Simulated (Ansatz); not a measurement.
`CC(=O)CC(=O)C(F)(F)F`, relaxed with RKS PBE-D4/def2-SVP in Ansatz from a rough embedded geometry. The force threshold is 0.03 eV/Å; the program also tests the step.

Total charge 0; spin multiplicity 1.

Start:

```xyz
15

C     0.127    2.085   -1.116
C    -0.295    0.983   -0.215
O    -0.811    1.203    0.894
C    -0.011   -0.479   -0.705
C    -0.429   -1.489    0.251
O    -1.281   -2.340   -0.121
C     0.260   -1.534    1.592
F     1.309   -0.693    1.656
F    -0.576   -1.198    2.576
F     0.769   -2.745    1.858
H     1.148    2.107   -1.342
H    -0.182    3.047   -0.653
H    -0.524    2.085   -2.059
H    -0.574   -0.525   -1.690
H     1.070   -0.509   -0.928
```

Question: By how much does the energy fall, and how many steps does the optimiser take? (Estimate.)

Answer: The calculation gave: 0.55 eV, in 41 steps, 3 of them rejected.

Question: Which bonds change most? (Best estimate.)

Answer: The calculation gave: C1–H11 from 1.046 to 1.110 Å; C4–C5 from 1.452 to 1.513 Å; C5–O6 from 1.260 to 1.210 Å; C5–C7 from 1.509 to 1.558 Å.

Question: Give the relaxed structure. (An estimate is asked.)

Answer: Ansatz gave: 
```xyz
15

C     0.414    1.943   -0.862
C    -0.701    0.980   -0.521
O    -1.771    1.319   -0.060
C    -0.406   -0.523   -0.800
C    -0.665   -1.353    0.438
O    -1.685   -1.954    0.684
C     0.516   -1.361    1.455
F     0.882   -0.081    1.743
F     0.199   -1.982    2.589
F     1.592   -1.975    0.903
H     1.298    1.709   -0.233
H     0.087    2.983   -0.681
H     0.729    1.818   -1.919
H    -1.122   -0.855   -1.578
H     0.632   -0.668   -1.157
```
